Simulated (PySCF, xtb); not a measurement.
BH2N. Atoms are numbered in the order given.

```xyz
4

B      0.0000     0.0000     0.6917
N      0.0000     0.0000    -0.5412
H      0.0000     0.0000     1.8633
H      0.0000     0.0000    -1.5331
```

Geometry optimised at PBE0-D3(BJ)/def2-TZVPD.

The numbers are results of C-PCM-PBE0/def2-TZVPD run with PySCF, not measurements.

The values are the electrostatic part of the solvation free energy, E(continuum) − E(gas) at the gas-phase geometry, in a cavity of scaled van der Waals radii (PySCF's table); cavitation and dispersion terms are not included. In vacuum the orbital gap is 9.01 eV. The dipole moment in vacuum is 0.06 D.

| solvent | ε | ΔG(elec) (kcal/mol) | dipole (D) | gap (eV) |
|---|---|---|---|---|
| water | 78.36 | … | … | … |
| diethylether | 4.24 | -2.1 | 0.08 | 9.09 |
| n-hexane | 1.88 | -1.3 | 0.07 | 9.06 |

### Question
Fill in the missing entries. (Estimate from the structure and the level; the computed values follow.)

### Answer

- water, ΔG(elec) (kcal/mol): -2.8
- water, dipole (D): 0.09
- water, gap (eV): 9.11

For comparison, GFN2-xTB/ALPB(water) (xtb, at the GFN2-xTB geometry, all terms of that model) gives -3.3 kcal/mol.
